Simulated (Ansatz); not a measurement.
# Calibrating BHLYP-D4/def2-TZVPP on molecular compounds of Si

The atomisation enthalpy at 298 K in kJ/mol of 7 molecular compounds of Si: x at BHLYP-D4/def2-TZVPP, y from tabulated heats of molecules and atoms (CRC Handbook of Chemistry and Physics, NIST-JANAF tables). Shapes, held fixed at every level: PBE0-D4/def2-TZVP. Computed values hold a harmonic thermal term (PBE0-D4/def2-TZVP) and the atoms' spin-orbit lowering. Programs: Ansatz 0.2.0.

| molecule | x (kJ/mol) | y (kJ/mol) |
| --- | --- | --- |
| SiI4 (SMILES I[Si](I)(I)I) | 930 | 987 |
| SiHI3 (triiodosilane) | 1022 | 1063 |
| SiH3I (SMILES [SiH3]I) | 1203 | 1213 |
| SiH3Cl (chlorosilane) | 1348 | 1367 |
| SiH2Cl2 (dichlorosilane (DCS)) | 1406 | ? |
| SiH2F2 (SMILES F[SiH2]F) | 1745 | 1836 |
| SiH3(SiH3) (disilane) | 2140 | 2128 |

Fit y = c + s·x to the known rows and predict y for SiH2Cl2.


1. Means of the 6 rows: x = 1398.00, y = 1432.3.
2. Σ(Δx)² = 1071898, Σ(Δx·Δy) = 1049579, so the slope is 1049579/1071898 = 0.97918.
3. Intercept: 1432.3 − (0.97918) × 1398.00 = 63.4. The largest residual of the fit is 64.
4. SiH2Cl2: 63.4 + 0.97918 × 1406 = 1440 kJ/mol.

The tabulated heats give 1449 kJ/mol, so the prediction is off by -9 kJ/mol, within the largest residual. Uncorrected, BHLYP-D4/def2-TZVPP misses it by -43 kJ/mol, and the other rows by 38 on average. With references in doubt, neither the misses nor the line can be laid on the level alone. Left out in turn, the other rows are missed by 44 kJ/mol on average, worse than no correction. The heats of SiI4, SiH3Cl, SiH2Cl2 come from older tables and can be uncertain by 10 kJ/mol or more. The molecules' own spin-orbit binding is left out, so errors for heavy halides read too negative. The tabulated values of SiHI3, SiH3I, SiH2F2, SiH3(SiH3) are in doubt (older tables, estimates, or at odds with other calculations) and kept here. For atoms past krypton def2 sets carry core potentials with scalar relativity.
